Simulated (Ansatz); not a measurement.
A small benchmark: atomisation enthalpy at 298 K

6 molecules holding an element past argon; the atomisation enthalpy at 298 K in kJ/mol, computed less measured. Shapes, held fixed at every level: PBE0-D4/def2-TZVP. Thermal terms are harmonic and unscaled (PBE0-D4/def2-TZVP); the spin-orbit lowering of the free atoms is taken from their spectra. Programs: Ansatz 0.2.0. Measured values: Active Thermochemical Tables, NIST-JANAF tables.

Levels: A = HF/3-21G; B = B3LYP-D4/def2-TZVPP; C = r2SCAN0-D4/def2-TZVPP; D = MP2/def2-SVP.

```tsv
molecule	from tabulated heats	A	B	C	D
BBr2Cl (SMILES ClB(Br)Br)	1187	-478	-21	+7	+6
BBrCl2 (bromodichloroborane)	1262	-507	-19	+8	+6
SiH2Br2 (dibromosilane)	1300	-583	-17	0	-94
CH2BrCl (bromochloromethane)	1431	-571	-16	-21	-86
C2H3I (vinyl iodide)	2064	-685	-8	-38	-94
C2H5I (iodoethane)	2638	-779	-7	-28	-125
```

Question: Sum up the errors.

Answer: 
```json
{"level": "HF/3-21G", "kind": "Hartree–Fock", "mean error": "-600.5", "mean absolute error": "600.5", "worst case": "C2H5I"}
{"level": "B3LYP-D4/def2-TZVPP", "kind": "global hybrid", "mean error": "-14.7", "mean absolute error": "14.7", "worst case": "BBr2Cl"}
{"level": "r2SCAN0-D4/def2-TZVPP", "kind": "global hybrid", "mean error": "-12.0", "mean absolute error": "17.0", "worst case": "C2H3I"}
{"level": "MP2/def2-SVP", "kind": "perturbation theory", "mean error": "-64.5", "mean absolute error": "68.5", "worst case": "C2H5I"}
```

On this set B3LYP-D4/def2-TZVPP has the smallest mean absolute error and HF/3-21G the largest. HF/3-21G is too low in 6 of 6; B3LYP-D4/def2-TZVPP is too low in 6 of 6; MP2/def2-SVP is too low in 4 of 6. The molecules' own spin-orbit binding is left out, so errors for heavy halides read too negative. The tabulated values of BBr2Cl, BBrCl2, SiH2Br2 are in doubt (older tables, estimates, or at odds with other calculations) and kept here. Over the 3 molecules whose values aren't doubted the mean absolute errors are A 678.3; B 10.3; C 29.0; D 101.7. The smallest two are near a tie. For HF/3-21G and MP2/def2-SVP the error grows with the size of the molecule. Hartree–Fock lacks correlation and underbinds. Rows in very small basis sets show the basis more than the method. Correlated wave functions converge slowly with the basis. For atoms past krypton def2 sets carry core potentials with scalar relativity. All-electron rows are non-relativistic unless named. Relativity is left out for Br. Outer-core shells of Br, I are correlated, in sets that cover them unevenly. The set is small.
